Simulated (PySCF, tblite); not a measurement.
Species: C₂H₁₂N₂OSi₃.
Atom-mapped SMILES: `[CH2:1]=[CH:2][Si@@H:3]([NH2:4])[N:5]([SiH3:6])[SiH2:7][OH:8]` (hydrogens: H9, H10 on C1; H11 on C2; H12 on Si3; H13, H14 on N4; H15, H16, H17 on Si6; H18, H19 on Si7; H20 on O8)

Cartesian coordinates in Å at the GFN2-xTB level; atoms count from 1:
```
atom  x, y, z in Å
C1     3.0232    0.2589    0.3733
C2     1.8381   -0.2091    0.7281
Si3    0.1970    0.6082    0.3050
N4     0.3336    1.9444   -0.8117
N5    -0.8786   -0.5398   -0.4287
Si6   -0.5945   -2.2496   -0.2830
Si7   -2.4128    0.0284   -1.0723
O8    -2.3683    1.6233   -1.3026
H9     3.9512   -0.2233    0.6431
H10    3.1226    1.1600   -0.2117
H11    1.8025   -1.1132    1.3207
H12   -0.3810    1.2263    1.5092
H13    0.8149    2.7631   -0.4742
H14    0.6797    1.7205   -1.7330
H15   -0.5892   -2.6308    1.1340
H16   -1.6710   -2.9407   -0.9865
H17    0.7028   -2.5626   -0.8909
H18   -3.4744   -0.2476   -0.1071
H19   -2.6005   -0.6467   -2.3552
H20   -1.5007    2.0409   -1.1925
```

Method used: PBE0/pcSseg-1 in PySCF (dipole) on a GFN2-xTB geometry, gas phase.

Take the most abundant isotopes and a rigid rotor. The values belong to one conformer with, in the numbering `[CH2:1]=[CH:2][Si@@H:3]([NH2:4])[N:5]([SiH3:6])[SiH2:7][OH:8]`, C1–C2–Si3–N4 8°, C2–Si3–N4–H -67° and 63°, C2–Si3–N5–Si6 18°, Si3–N5–Si7–O8 19°, N5–Si7–O8–H 9°.

**Question.** What are A, B and C (cm⁻¹)?

**Answer.** Ia = 324.68, Ib = 532.79, Ic = 805.13 u·Å²; 505379 MHz·u·Å²/I gives 1557, 948.6 and 627.7 MHz, that is A = 0.05192, B = 0.03164, C = 0.02094 cm⁻¹.

**Question.** Classify the top.

**Answer.** An asymmetric top. Ray's parameter κ = (2B − A − C)/(A − C) = -0.309; −1 is the prolate and +1 the oblate limit.

**Question.** Is it planar, by Δ = Ic − Ia − Ib?

**Answer.** Not planar: Δ = Ic − Ia − Ib = -52.34 u·Å². For a rigid frame Δ = −2 Σ m c², so Σ m c² = 26.17 u·Å² lies off the ab plane: 13.24 from hydrogen and 12.93 from heavier atoms. The atom farthest from that plane is 1.90 Å away.

**Question.** Which lines would a microwave search look for?

**Answer.** The dipole components are |μa| = 3.46 D, |μb| = 0.30 D, |μc| = 0.99 D. Intensities carry the squares of the components, which stand as 1.00 : 0.01 : 0.08 (a : b : c). Some lines, for components of 0.1 D or more:

```tsv
type	branch	J(Ka,Kc)	MHz	lower level (cm⁻¹)
b	Q	3(2,1) ← 3(1,2)	1856	0.371
a	Q	3(1,2) ← 3(1,3)	1906	0.307
a	Q	5(2,3) ← 5(2,4)	2121	0.881
c	Q	5(3,3) ← 5(2,3)	2400	0.952
c	Q	4(3,2) ← 4(2,2)	3007	0.663
b	R	4(2,2) ← 3(3,1)	3448	0.548
b	Q	5(3,3) ← 5(2,4)	4521	0.881
b	R	3(1,3) ← 2(0,2)	4578	0.154
a	R	3(2,2) ← 2(2,1)	4729	0.260
a	R	3(1,2) ← 2(1,1)	5137	0.199
a	R	4(3,2) ← 3(3,1)	6455	0.548
b	R	5(1,5) ← 4(0,4)	6881	0.488
b	R	5(2,4) ← 4(1,3)	8623	0.594
b	R	3(3,0) ← 2(2,1)	8644	0.260
a	R	5(2,3) ← 4(2,2)	8672	0.663
c	R	4(3,1) ← 3(2,1)	10040	0.433
c	R	5(4,1) ← 4(3,1)	13248	0.768
```

**Question.** Estimate the classical rotational partition function at 100 K, 200 K and 500 K.

**Answer.** Point group C1, symmetry number σ = 1; q = (√π/σ)·√((kT/h)³/(ABC)), k/h = 20836.6 MHz/K: 175000 at 100 K, 495000 at 200 K, 1960000 at 500 K.

Its GFN2-xTB frequencies are all real (lowest 28 cm⁻¹). No vibrational averaging or centrifugal distortion is included, and the geometry carries the error of its method. A rigid rotor knows nothing of inversion at nitrogen or internal rotation, which can split or shift real lines. Quadrupole hyperfine structure (14N) is left out.
